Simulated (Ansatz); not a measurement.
## Ligand exchange: SnH3Br + CuNH2 → SnH3(NH2) + CuBr

Species: SnH3Br `[Br][SnH3]`, singlet; CuNH2 `[NH2][Cu]`, singlet; SnH3(NH2), singlet; CuBr (copper(i) bromide), singlet. The partners trade Br for NH2: Sn–Br and Cu–NH2 bonds give way to Sn–NH2 and Cu–Br.

Shapes, held fixed at every level: PBE0-D4/def2-TZVP. Programs: Ansatz 0.2.0. The zero-point and thermal change to 298 K, harmonic and unscaled (PBE0-D4/def2-TZVP), is +2.5 kJ/mol.

| level | kind | ΔH(298 K) (kJ/mol) | CPU time (sum over the molecules) |
| --- | --- | --- | --- |
| HF/def2-SVP | Hartree–Fock | -113.8 | – |
| HF/def2-TZVPP | Hartree–Fock | -109.0 | – |
| B3LYP-D4/def2-TZVPP | global hybrid | -44.9 | 20 s |
| BHLYP-D4/def2-TZVPP | global hybrid | -71.1 | 17 s |
| PBE0-D4/def2-TZVPP | global hybrid | -52.0 | 14 s |
| r2SCAN0-D4/def2-TZVPP | global hybrid | -58.0 | 25 s |
| wB97X-V/def2-TZVPP | range-separated hybrid | -59.8 | 42 s |

wB97X-V/def2-TZVPP gives ΔH(298 K) = -59.8 kJ/mol; the levels span -113.8 to -44.9. The median of the levels is -59.8. No measured value is set beside it here. For atoms past krypton def2 sets carry core potentials with scalar relativity. Relativity is left out for Br unless named. Times are processor times on shared x86 and Arm servers, and rough.
